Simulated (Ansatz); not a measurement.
Relaxation of CH7BNP (11 atoms, charge 0, multiplicity 1), to a largest force component of 0.015 eV/Å in at most 40 steps.

These are results of RKS PBE0/cc-pVDZ (Ansatz), not measurements.

```xyz
11
Properties=species:S:1:pos:R:3:forces:R:3
C -0.891 1.126 0.453 -1.05 2.91 -1.24
B 0.504 0.952 -0.177 0.04 0.58 0.36
P 1.409 -0.720 0.047 2.20 -0.21 1.35
N 0.212 -1.703 -0.678 -1.63 -2.01 0.16
H -1.284 2.195 0.206 0.38 -1.49 0.51
H -0.901 1.036 1.538 0.01 -0.35 0.38
H -1.622 0.447 -0.003 -0.03 -0.47 0.18
H 1.082 1.860 -0.749 -0.16 -0.14 -0.03
H 0.978 -0.897 1.465 0.11 0.22 -0.87
H 0.335 -2.705 -0.392 -0.08 1.16 -0.60
H 0.243 -1.647 -1.689 0.19 -0.19 -0.21
```

Question: Where does it end, and by what steps?

Answer: The forces met the threshold. The force dipped under the threshold on the way, but the program's further checks kept it going. After 27 steps the energy has fallen by 1.005 eV; H11 moved furthest, 2.01 Å.

| step | energy less start (eV) | largest force component (eV/Å) | accepted |
| --- | --- | --- | --- |
| 0 | 0.0000 | 2.909 | yes |
| 1 | -0.2751 | 0.887 | yes |
| 2 | -0.3671 | 0.503 | yes |
| 3 | -0.3928 | 0.319 | yes |
| 4 | -0.4332 | 0.435 | yes |
| 5 | -0.4858 | 0.813 | yes |
| 6 | -0.5780 | 0.701 | yes |
| 7 | -0.6792 | 0.533 | yes |
| 8 | -0.7035 | 0.917 | yes |
| 9 | -0.7674 | 0.467 | yes |
| 10 | -0.7744 | 0.390 | yes |
| 11 | -0.7972 | 0.219 | yes |
| 12 | -0.8093 | 0.185 | yes |
| 13 | -0.8201 | 0.415 | yes |
| 14 | -0.8275 | 0.808 | yes |
| 15 | -0.8718 | 0.461 | yes |
| 16 | -0.9092 | 0.498 | yes |
| 17 | -0.9160 | 1.152 | yes |
| 18 | -0.9375 | 0.645 | yes |
| 19 | -0.9501 | 0.592 | yes |
| 20 | -0.9977 | 0.144 | yes |
| 21 | -1.0010 | 0.290 | yes |
| 22 | -1.0035 | 0.062 | yes |
| 23 | -1.0042 | 0.036 | yes |
| 24 | -1.0044 | 0.031 | yes |
| 25 | -1.0047 | 0.030 | yes |
| 26 | -1.0048 | 0.015 | yes |
| 27 | -1.0049 | 0.012 | yes |

```xyz
11
Properties=species:S:1:pos:R:3
C -1.027 1.183 0.020
B 0.490 0.907 0.279
P 1.398 -0.629 -0.292
N 0.363 -2.022 -0.352
H -1.162 2.108 -0.569
H -1.515 1.391 0.991
H -1.577 0.367 -0.473
H 1.199 1.765 0.757
H 2.251 -0.912 0.815
H 0.159 -2.290 -1.311
H -0.514 -1.926 0.155
```

The run took 56 s on 2 threads of Arm Neoverse V2 (shared host), peak memory 0.19 GiB.
